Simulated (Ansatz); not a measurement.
A structure relaxed at PBE-D4/def2-SVP in Ansatz, charge 0, singlet:

| atom | x (Å) | y (Å) | z (Å) |
| --- | --- | --- | --- |
| Bi1 | -1.585 | -0.134 | 0.660 |
| C2 | -2.197 | -0.010 | -1.542 |
| C3 | -1.126 | -2.371 | 0.491 |
| C4 | 1.158 | 1.272 | 0.901 |
| C5 | 2.556 | 1.419 | 0.311 |
| O6 | 0.447 | 0.336 | 0.122 |
| H7 | -2.846 | -0.864 | -1.815 |
| H8 | -1.239 | -0.056 | -2.095 |
| H9 | -2.711 | 0.947 | -1.751 |
| H10 | -0.963 | -2.812 | 1.493 |
| H11 | -0.193 | -2.422 | -0.102 |
| H12 | -1.949 | -2.897 | -0.031 |
| H13 | 0.664 | 2.279 | 0.921 |
| H14 | 1.249 | 0.958 | 1.975 |
| H15 | 3.161 | 2.148 | 0.889 |
| H16 | 3.080 | 0.442 | 0.316 |
| H17 | 2.494 | 1.765 | -0.741 |

(1) Give its formula, name or SMILES and point group.

(2) Summarise the bond lengths by kind (pairs closer than 1.2 times the sum of covalent radii, bridged metal pairs left out).

Answers

(1) BiMe2(OEt) (C₄H₁₁BiO). Point group Cs (tolerance 0.1 Å).

(2) 2 × Bi–C 2.29 Å; 1 × C–C 1.52 Å; 1 × Bi–O 2.15 Å; 1 × C–O 1.41 Å; 11 × C–H 1.11 to 1.12 Å.

In the def2 sets Bi takes a core potential; there is no spin–orbit coupling.
